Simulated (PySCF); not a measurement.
H6OS2Si2.
Atom-mapped SMILES: `[SH:1][SiH2:2][O:3][SiH2:4][SH:5]` (hydrogens: H6 on S1; H7, H8 on Si2; H9, H10 on Si4; H11 on S5)

Computed by this run: PySCF 2.14.0, PBE0-D3(BJ)/def2-SVP geometry optimisation, gas phase; density fitting, grid level 1; the optimiser is geomeTRIC in internal coordinates, started from a GFN2-xTB structure with every atom displaced at random (about 0.01 Å).

Step 4: E = -39545.0014 eV
```
atom  x, y, z in Å  |  force x, y, z in eV/Å
S1      2.1145    0.6978    0.9792    0.005  -0.020   0.000
Si2     1.4572   -0.1866   -0.8613    0.008   0.027   0.031
O3     -0.1466   -0.5827   -0.8230    0.196  -0.053  -0.150
Si4    -1.6258   -0.5202   -0.1040   -0.176   0.019   0.099
S5     -1.7122    1.0097    1.3936   -0.023   0.017  -0.012
H6      1.3218    1.7875    0.8621    0.003   0.003  -0.009
H7      2.2791   -1.4185   -0.9922   -0.006   0.007  -0.011
H8      1.6724    0.7390   -2.0059    0.002   0.002   0.007
H9     -2.6543   -0.1328   -1.1051   -0.013  -0.003   0.011
H10    -1.9115   -1.8593    0.4793   -0.006   0.011   0.006
H11    -0.7552    0.4410    2.1602    0.010  -0.011   0.030
```

Step 5: E = -39545.0057 eV
```
atom  x, y, z in Å  |  force x, y, z in eV/Å
S1      2.1054    0.6250    1.0029   -0.012  -0.004   0.022
Si2     1.4493   -0.1822   -0.8707   -0.040  -0.025  -0.015
O3     -0.1509   -0.6104   -0.8639    0.251   0.013  -0.086
Si4    -1.6123   -0.5281   -0.1083   -0.240   0.006   0.112
S5     -1.7089    1.0576    1.3320    0.016   0.008  -0.013
H6      1.3476    1.7422    0.9172    0.003  -0.002  -0.013
H7      2.2841   -1.3986   -1.0483    0.000   0.003  -0.025
H8      1.6528    0.7963   -1.9717    0.012   0.009   0.005
H9     -2.6670   -0.1935   -1.1012    0.003  -0.005   0.004
H10    -1.8766   -1.8390    0.5451    0.010   0.004  -0.004
H11    -0.7842    0.5054    2.1497   -0.005  -0.008   0.012
```

Step 6: E = -39545.0081 eV
```
atom  x, y, z in Å  |  force x, y, z in eV/Å
S1      2.0980    0.5565    1.0232   -0.019   0.009   0.032
Si2     1.4443   -0.1794   -0.8791   -0.052  -0.051  -0.039
O3     -0.1519   -0.6287   -0.8917    0.157   0.051  -0.005
Si4    -1.6032   -0.5342   -0.1083   -0.154  -0.006   0.064
S5     -1.7106    1.1016    1.2759    0.033   0.004  -0.010
H6      1.3667    1.6928    0.9625    0.005  -0.004  -0.012
H7      2.2888   -1.3800   -1.1076    0.003   0.001  -0.027
H8      1.6388    0.8480   -1.9362    0.013   0.012   0.005
H9     -2.6773   -0.2515   -1.0959    0.011  -0.006  -0.004
H10    -1.8407   -1.8194    0.6028    0.016  -0.001  -0.004
H11    -0.8137    0.5690    2.1370   -0.013  -0.009  -0.001
```

**Question.** Estimate the geometry and energy of step 7. (The exact step hangs on the optimiser's Hessian estimate; all steps are aligned on step 6, rigid shifts and turns removed.)

**Answer.** E = -39545.0101 eV, largest force 0.079 eV/Å
```
atom  x, y, z in Å  |  force x, y, z in eV/Å
S1      2.0911    0.5003    1.0397   -0.012   0.013   0.029
Si2     1.4415   -0.1782   -0.8856   -0.038  -0.047  -0.036
O3     -0.1512   -0.6376   -0.9066    0.013   0.056   0.054
Si4    -1.5985   -0.5378   -0.1049   -0.012  -0.014  -0.008
S5     -1.7137    1.1377    1.2305    0.029  -0.001  -0.004
H6      1.3815    1.6507    0.9920    0.006  -0.001  -0.007
H7      2.2910   -1.3651   -1.1623    0.002   0.000  -0.017
H8      1.6319    0.8895   -1.9030    0.006   0.009   0.003
H9     -2.6837   -0.3009   -1.0914    0.009  -0.007  -0.007
H10    -1.8090   -1.8027    0.6492    0.012  -0.003   0.001
H11    -0.8416    0.6190    2.1251   -0.013  -0.007  -0.008
```

The energy changes by -0.0019 eV. The first-order estimate −F·Δx gives -0.0026 eV and the mean of the old and new forces, exact on a quadratic surface, -0.0017 eV. The step makes an angle of 86° with the force vector and moves no atom by more than 0.059 Å.

What follows is the cost of the whole optimisation. The run took 68 s of wall time on one thread of an Arm Neoverse V1, no GPU (shared host), and the process peaked at 0.48 GiB of memory.
